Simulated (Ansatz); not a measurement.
I₂, SMILES II (connectivity only; charge and spin as stated), charge -1, multiplicity 2.

Geometry optimised at B3LYP-D3(BJ)/def2-TZVPD. The def2 effective core potentials stand for the cores of I; spin–orbit coupling is left out.

Two levels are set side by side: PBE/def2-TZVPD (Ansatz, a first-principles code) and CAM-B3LYP/def2-TZVPD (Ansatz). Energy differences of separate SCF runs at the same geometry; the states with an electron removed or added have multiplicity 1. Differences are taken from unrounded values.

| quantity | CAM-B3LYP |
|---|---|
| vertical ionisation energy (eV) | 3.89 |

What does PBE give, and how far is it from CAM-B3LYP? (Estimate from the structure and the level; the computed values follow.)


```csv
quantity,PBE,PBE minus CAM-B3LYP
vertical ionisation energy (eV),3.54,-0.35
```
